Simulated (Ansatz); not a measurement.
Wavefunction ladder for H₇NO₄Si₂ (`O[SiH2]N[Si](O)(O)O`)

Z-matrix (Å, degrees):
```
Si
N 1 1.732
O 1 1.643 2 112.9
H 1 1.484 2 109.3 3 -122.2
H 1 1.482 2 107.4 3 117.0
Si 2 1.700 1 124.5 3 61.0
H 2 1.008 1 116.9 3 -113.5
H 3 0.961 1 113.3 2 -59.9
O 6 1.645 2 101.7 1 -11.9
O 6 1.633 2 117.1 1 105.1
O 6 1.638 2 112.0 1 -134.9
H 9 0.958 6 115.9 2 147.5
H 10 0.958 6 116.3 2 112.5
H 11 0.958 6 117.0 2 48.5
```

Charge 0, multiplicity 1. The structure was optimised at the PBE0-D4/def2-TZVP level. It is one conformer, not always the lowest. Frozen core, restricted reference, the Gaussian-basis code of Ansatz. CBS rows extrapolate triple and quadruple zeta; past MP2 they add the triple-zeta difference.

```csv
basis,HF (Eh),MP2 corr.,CCSD corr.,(T),CCSD(T) total
def2-TZVPP,-936.33624,-1.40634,?,?,?
def2-QZVPP,-936.37308,?,–,–,–
CBS(def2),-936.37815,-1.60506,?,as TZ,?
```

Problem. Fill in the withheld values. (Estimate.)

Solution. The calculation gave: def2-TZVPP CCSD corr.: -1.43638; def2-TZVPP (T): -0.05137; def2-TZVPP CCSD(T) total: -937.82399; def2-QZVPP MP2 corr.: -1.52050; CBS(def2) CCSD corr.: -1.63510; CBS(def2) CCSD(T) total: -938.06462.
